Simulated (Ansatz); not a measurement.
Reactions of CH4FMoNO2, SMILES `C[N]=[Mo](=[O])([OH])[F]`.

Program: Ansatz. Geometries: PBE0-D4/def2-TZVP. ΔE: electronic, gas phase. CBS: MP2 limit from def2 TZ/QZ plus the TZ coupled-cluster correction, frozen cores. This one scheme is used for every species. def2 core potentials past Kr. For Ga, Mo outer-core shells are correlated without core-valence functions, which leaves a few kJ/mol of doubt a bond. Scalar relativity is left out up to krypton. One conformer a species, not always the lowest.

Problem. Order these by ΔE at CCSD(T)/CBS, lowest first. (An estimate is asked.)
A. `C[N]=[Mo](=[O])([OH])[F]` + `CNC` → `C[N]=[Mo](=[O])([OH])[N](C)C` + H–F
B. `C[N]=[Mo](=[O])([OH])[F]` + `C[O][Ga]([OH])[Cl]` → `C[N]=[Mo](=[O])([F])[O]C` + `[OH][Ga]([OH])[Cl]`
C. `C[N]=[Mo](=[O])([OH])[F]` + HCl → `C[N]=[Mo](=[O])([F])[Cl]` + H₂O
D. `C[N]=[Mo](=[O])([OH])[F]` + `CN(C)[Si]Cl` → `C[N]=[Mo](=[O])([OH])[N](C)C` + `F[Si]Cl`

Solution. C (-43.9 kJ/mol), B (-16.4 kJ/mol), D (-5.0 kJ/mol), A (+37.4 kJ/mol).

Largest T1 diagnostic: 0.022, for `C[N]=[Mo](=[O])([OH])[F]`.
